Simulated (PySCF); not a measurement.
**Cost against result**

Saddle point of CH$_{4}$ClGa, closed shell (CH₄ClGa ([CH3][GaH][Cl]) → CH₃Ga ([CH3][Ga]) + HCl; bonds formed: Cl2–H3; bonds broken: Ga1–Cl2, Ga1–H3), PBE0-D4/def2-TZVP structure:

Ga1  (-0.843, -0.701, -0.200)
Cl2  (1.032, -1.699, -1.767)
H3  (-0.520, -1.927, -1.299)
C4  (-0.042, 0.863, 0.696)
H5  (-0.756, 1.364, 1.350)
H6  (0.310, 1.566, -0.064)
H7  (0.819, 0.534, 1.283)
(Å)

Barriers are electronic and count from the start structure reached by relaxing down the imaginary mode.

Program: PySCF 2.14 with density fitting (its default auxiliary sets; JK sets also for MP2 and CCSD(T)). Basis: as named in each row. Cores are frozen in the correlated methods. Filled d shells of the heavier atoms are correlated. The def2 sets are not built for correlating such inner shells, so the correlated values are less sure here. B3LYP uses VWN-RPA correlation. Extrapolation: Hartree–Fock as exp(−7.88 √X), correlation as X^−2.97.

Times are rough, for one single point on 4 threads of a shared host (Intel Xeon 6975P-C).

The estimate by CCSD(T) at an estimated basis limit (MP2 extrapolated from triple and quadruple zeta, plus CCSD(T) − MP2 in triple zeta) is 55.59 kcal/mol.

```csv
method,basis,time (s),barrier (kcal/mol),method less estimate
HF,STO-3G,under 1,103.94,48.35
B3LYP-D4,6-31G,3,51.66,-3.93
PBE0-D4,def2-SVP,3,53.96,-1.64
PBE-D4,def2-SVP,4,46.08,-9.51
MP2,def2-QZVPP,4,57.58,1.99
SPW92,def2-TZVPP,4,44.29,-11.30
PBE0-D4,def2-TZVPP,6,52.84,-2.75
B3LYP-D4,def2-TZVPP,6,50.73,-4.87
BHLYP-D4,def2-TZVPP,7,59.66,4.07
PBE-D4,def2-TZVPP,7,45.13,-10.46
r2SCAN-D4,def2-TZVPP,13,51.50,-4.09
CCSD(T),def2-SVP,16,61.19,5.59
wB97M-V,def2-TZVPP,130,57.03,1.44
CCSD(T),def2-TZVPP,170,58.46,2.87
```

All methods are single points on the PBE0-D4 structures.

T1 diagnostic: at most 0.015. The restricted Hartree–Fock reference is unstable towards an unrestricted one at one or more of these structures.

Labels in which every atom is bracketed show which atoms are joined, not bond orders.
